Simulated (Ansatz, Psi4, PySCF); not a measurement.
C$_{4}$H$_{10}$O$_{2}$ (SMILES COCC(C)O), singlet, geometry from GFN2-xTB. Base run: MP2/6-31G* in PySCF.

PySCF was given this input:
```python
from pyscf import gto, scf, mp

mol = gto.M(
    atom='''
C     2.54950472    0.54334797   -0.24605806
O     1.38345909   -0.09997987    0.19559518
C     0.23988357    0.24045846   -0.55972664
C    -0.95499430   -0.50342354    0.04806535
C    -2.24478646   -0.19004403   -0.69843881
O    -1.11983341   -0.13106068    1.39642165
H     2.45241018    1.63403526   -0.17660422
H     3.35582024    0.20771282    0.40294336
H     2.78045923    0.27681584   -1.28466438
H     0.06530137    1.32623464   -0.51216537
H     0.37389487   -0.04723821   -1.61269568
H    -0.74305430   -1.58420892   -0.01046806
H    -2.44188471    0.87797047   -0.66031259
H    -2.17127461   -0.50778994   -1.73444189
H    -3.06987896   -0.70923108   -0.22025609
H    -0.24844409   -0.16800953    1.80947925
''',
    basis='6-31g*',
    verbose=4,
)

mf = scf.RHF(mol)
mf.kernel()

pt = mp.MP2(mf)
pt.kernel()
print('E(MP2) = %.10f' % pt.e_tot)
```

The same geometry, method and basis name were run in Ansatz (an electronic-structure program) and Psi4 and PySCF, at each program's defaults and at the settings that a row names. The base is PySCF at its defaults. Differences at the defaults can come from grids, fitting, cores and function types together.

| code and settings | ΔE vs base (mEh) | basis functions | E (Eh) | SCF cycles |
|---|---|---|---|---|
| PySCF, defaults (exact integrals, spherical functions, all electrons correlated) | 0.000 | 104 | -307.87464 | 10 |
| Psi4, defaults (density fitting with its default set, Cartesian functions, all electrons correlated) | ? | 110 | ? | 12 |
| Ansatz, defaults (factorised integrals, Cartesian functions, frozen core) | 2.374 | 110 | -307.87226 | - |
| PySCF, frozen core | 13.530 | 104 | -307.86111 | 10 |
| Psi4, exact integrals, spherical functions, frozen core | 13.530 | 104 | -307.86111 | 12 |
| Ansatz, high accuracy, frozen core, Cartesian functions as the basis file defines them | 2.360 | 110 | -307.87227 | - |

Task: Some entries are withheld; supply them.

Result: 
- Psi4, defaults (density fitting with its default set, Cartesian functions, all electrons correlated), ΔE vs base (mEh): -21.721
- Psi4, defaults (density fitting with its default set, Cartesian functions, all electrons correlated), E (Eh): -307.89636
